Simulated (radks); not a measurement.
The numbers below are computed, except where a source is named.
Question: Radial electron density D(r) = 4 pi r^2 rho(r) of an atom or ion with 61 electrons. Level of theory: scalar-relativistic Kohn-Sham, PBEsol, spin-polarised, spherical densities, point nucleus (a radial shooting solver on a logarithmic mesh with Libxc functionals).

r (bohr)  D(r) (e/bohr)    spin D(r)
0.001577          8.578    0.0000137
0.001807          10.59    0.0000169
0.002087          13.18    0.0000209
0.002391          16.12    0.0000254
0.002739          19.60    0.0000307
0.003163          23.93    0.0000372
0.003624          28.69    0.0000441
0.004152          34.09    0.0000518
0.004795          40.48    0.0000604
0.005494          47.07    0.0000687
0.006294          54.04    0.0000767
0.007269          61.55    0.0000840
0.008328          68.44    0.0000888
0.009618          75.03    0.0000903
0.01102           80.12    0.0000870
0.01262           83.66    0.0000777
0.01458           85.36    0.0000594
0.0167            84.94    0.0000325
0.01914           82.84  -0.00000646
0.0221            79.56   -0.0000662
0.02532           76.67    -0.000151
0.02901           75.40    -0.000285
0.0335            77.22    -0.000525
0.03838           82.62    -0.000912
0.04433           91.71     -0.00159
0.05079           101.6     -0.00256
0.05818           109.8     -0.00379
0.0672            113.5     -0.00490
0.07698           110.6     -0.00431
0.0882            102.4      0.00120
0.1019            91.97       0.0200
0.1167            85.67       0.0631
0.1348            86.37        0.160
0.1544            92.83        0.334
0.1769            99.26        0.633
0.2043            98.39         1.15
0.2341            86.89         1.87
0.2682            68.43         2.85
0.3097            50.40         4.14
0.3548            42.19         5.51
0.4065            43.33         6.84
0.4695            48.40         7.93
0.5379            49.58         8.43
0.6212            43.80         8.31
0.7117            34.07         7.64
0.8153            24.47         6.60
0.9416            17.39         5.29
1.079             13.67         4.01
1.236             11.41         2.82
1.427             9.170         1.75
1.635             6.760        0.991
1.874             4.356        0.490
2.164             2.307        0.196
2.479             1.060       0.0695
2.863            0.3806       0.0196
3.28             0.1175      0.00530
3.758           0.02881      0.00140
4.34           0.004887     0.000335
4.972         0.0006786    0.0000755

What is the nuclear charge?

Answer: Z = 64. The innermost maximum, from 1s, lies near gamma/Z bohr with gamma = sqrt(1 - (Z/c)^2) = 0.884, here 0.0138 bohr (found: 0.0152), and its height grows with Z. The density is that of the gadolinium ion Gd3+ in [Xe] 4f7; the configuration itself is not fixed sharply by these data, and Z only to a few units. D(r) has 4 maxima, at r = 0.0152, 0.0677, 0.189, 0.517 bohr, and minima at 0.0290, 0.123, 0.372 bohr, inside which lie 1.94, 11.11, 29.38 electrons.
